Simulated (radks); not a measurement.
Values are calculated unless marked as measured or tabulated.
Effect of the nuclear size on the gadolinium ion Gd2+, [Xe] 4f7 5d1. Code: a radial shooting solver on a logarithmic mesh with Libxc functionals. Model: Dirac Kohn-Sham, relativistic LDA (MacDonald-Vosko exchange, VWN5 correlation), spin-unpolarised, spherical densities, finite nucleus; open shells fill j = l - 1/2 first; Fermi nuclear charge, rms radius 5.1569 fm. The rms radius is varied about that value; shifts are against it.

| rms radius (fm) | total energy shift (eV) | density at nucleus (e/bohr^3) | 1s1/2 shift (meV) | 2s1/2 shift (meV) | 5s1/2 shift (meV) | 5p1/2 shift (meV) | 5d3/2 shift (meV) | 6s1/2 (empty) shift (meV) |
|---|---|---|---|---|---|---|---|---|
| 4.2029 | -7.04 | 6.534e+05 | -2890 | -372 | -3.16 | 0.109 | 0.063 | -0.484 |
| 4.9764 | -1.41 | 6.259e+05 | -580 | -74.8 | -0.635 | 0.022 | 0.013 | -0.097 |
| 5.1569 | 0 | 6.202e+05 | 0.000 | 0.000 | 0.000 | 0.000 | 0.000 | 0.000 |
| 5.4354 | 2.26 | 6.12e+05 | 925 | 119 | 1.01 | -0.035 | -0.020 | 0.155 |
| 6.147 | 8.42 | 5.931e+05 | 3450 | 445 | 3.78 | -0.130 | -0.075 | 0.578 |

Slopes of the eigenvalues against <r^2> in GHz/fm^2, as finite differences over the two radii next to the reference (eigenvalue slopes, not the field-shift constants of lines): 1s1/2 76100, 2s1/2 9810, 5s1/2 83.3, 5p1/2 -2.87, 5d3/2 -1.66, 6s1/2 (empty) 12.8.
